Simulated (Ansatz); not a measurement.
CH3NOSSi (`N=C1S[SiH]1O`). Total charge 0; spin multiplicity 1.

Cartesian coordinates in Å:
```
N -1.6850 -1.0632 -0.9212
C -0.6636 -0.3829 -0.6742
S -0.1143 1.1518 -1.5091
Si 0.8755 0.2262 0.0952
O 0.9459 0.9116 1.5705
H -1.7403 -1.8673 -0.2961
H 2.1730 -0.4387 -0.1093
H 0.2088 1.4625 1.8442
```

List the harmonic frequencies (cm⁻¹, unscaled) at PBE0-D4/def2-TZVP in Ansatz. (An estimate is asked.)

The calculation gave: 154, 222, 325, 366, 427, 447, 604, 643, 692, 777, 828, 888, 957, 1176, 1741, 2293, 3473, 3902.

Is this a minimum?

Yes, all 18 modes are real.

Give the ideal-gas thermochemistry at 298.15 K and 1 bar (rigid rotor, harmonic oscillator; point group C1, symmetry number 1).

Zero-point energy 119.1 kJ/mol; H(298) − E = 137.3 kJ/mol; entropy 323.4 J/(mol·K), of which translation 166.9, rotation 112.6, vibration 43.9; G(298) − E = 40.9 kJ/mol.

And at 400, 500, 600, 800 and 1000 K?


```tsv
T (K)	H − E (kJ/mol)	S (J/mol/K)	G − E (kJ/mol)
400	147.9	354.0	6.3
500	159.8	380.4	-30.4
600	172.6	403.8	-69.6
800	200.4	443.7	-154.5
1000	230.1	476.8	-246.7
```
